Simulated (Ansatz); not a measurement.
Process, species as SMILES: [F][Ge]([F])[F] → 3 F atom + Ge atom
B3LYP-D3(BJ)/def2-TZVP geometries, fixed; electronic energies without zero-point terms.

How fast the atomisation energy converges with the basis for several methods (Ansatz, a program for electronic structure): deviation from each method's own reference, in kcal/mol. References: CCSD(T) 338.19 kcal/mol, Hartree-Fock in cc-pVQZ plus the correlation part extrapolated as X^-3 from cc-pVTZ and cc-pVQZ; HF 222.41 kcal/mol, the value in aug-pcseg-3; MP2 363.33 kcal/mol, Hartree-Fock in aug-cc-pVQZ plus the correlation part extrapolated as X^-3 from aug-cc-pVTZ and aug-cc-pVQZ; PBE 343.40 kcal/mol, the value in pcseg-4; PBE0 324.32 kcal/mol, the value in pcseg-4; r2SCAN 336.40 kcal/mol, the value in pcseg-4. All functions are spherical. In correlated methods cores are frozen (with 3d on Ga to Br). Open shells are unrestricted. No added dispersion term, no relativity. 

```csv
basis,functions,CCSD(T),HF,MP2,PBE,PBE0,r2SCAN
pcseg-0,49,-63.52,-31.67,?,-13.45,-21.88,-19.04
cc-pVDZ,69,-51.17,-24.86,?,-10.47,-15.95,-15.26
6-311G**,98,-45.26,-21.93,?,-10.38,-14.68,-14.05
aug-cc-pVDZ,105,-26.67,-9.32,?,-10.33,-10.17,-9.85
def2-SVPD,107,-24.67,-4.61,?,-4.95,-5.28,-6.15
pcseg-2,133,-13.77,-2.75,?,-1.61,-2.04,-1.93
def2-TZVPPD,174,-11.73,-1.58,?,-0.53,-0.95,-0.95
aug-pcseg-2,197,-9.37,-0.94,?,-0.71,-0.76,-0.69
```

Q: Some entries are withheld; supply them.

A: 
- pcseg-0, MP2: -76.85
- cc-pVDZ, MP2: -53.06
- 6-311G**, MP2: -47.01
- aug-cc-pVDZ, MP2: -26.41
- def2-SVPD, MP2: -24.61
- pcseg-2, MP2: -13.74
- def2-TZVPPD, MP2: -11.91
- aug-pcseg-2, MP2: -9.73

Mean absolute deviation over 6-311G**, pcseg-2, def2-TZVPPD, aug-pcseg-2: PBE 3.31, r2SCAN 4.41, PBE0 4.61, HF 6.80, CCSD(T) 20.03, MP2 20.60 kcal/mol.
